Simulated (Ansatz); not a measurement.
`C[O][Hf]([Cl])([Cl])[Cl]`. Charge 0, multiplicity 1. Hf takes the def2 core potential. Geometry: relaxed with PBE0-D4/def2-TZVP. It is one conformer, not always the lowest.

```xyz
9

C    -1.628    0.367   -0.455
O    -0.315    0.072   -0.086
Hf    1.447   -0.326    0.405
Cl    1.916    0.761    2.425
Cl    1.638   -2.646    0.660
Cl    2.876    0.434   -1.287
H    -2.089    1.013    0.297
H    -1.636    0.881   -1.420
H    -2.208   -0.555   -0.538
```

Question: What is the dipole moment at r2SCAN/def2-TZVPP? (An estimate is asked.)

Answer: Computed: 3.30 D, with components (-3.11, 0.70, -0.87) D in this frame, pointing from negative to positive charge.

Question: And with PBE, B3LYP, ωB97M-V? (Best estimate.)

Answer: Ansatz gave: PBE 3.26 D, B3LYP 3.24 D, ωB97M-V 3.21 D.

Question: Give the Mulliken charges with r2SCAN, PBE, ωB97M-V in def2-TZVPP. (Estimate.)

Answer: The calculation gave: 
| atom | r2SCAN | PBE | ωB97M-V |
| --- | --- | --- | --- |
| C1 | 0.01 | -0.14 | -0.17 |
| O2 | -0.37 | -0.28 | -0.35 |
| Hf3 | 0.96 | 0.79 | 0.83 |
| Cl4 | -0.27 | -0.24 | -0.23 |
| Cl5 | -0.27 | -0.24 | -0.23 |
| Cl6 | -0.27 | -0.24 | -0.23 |
| H7 | 0.07 | 0.11 | 0.13 |
| H8 | 0.07 | 0.11 | 0.13 |
| H9 | 0.07 | 0.11 | 0.13 |

B3LYP here is the variant with VWN-RPA as its local correlation; programs differ in this.
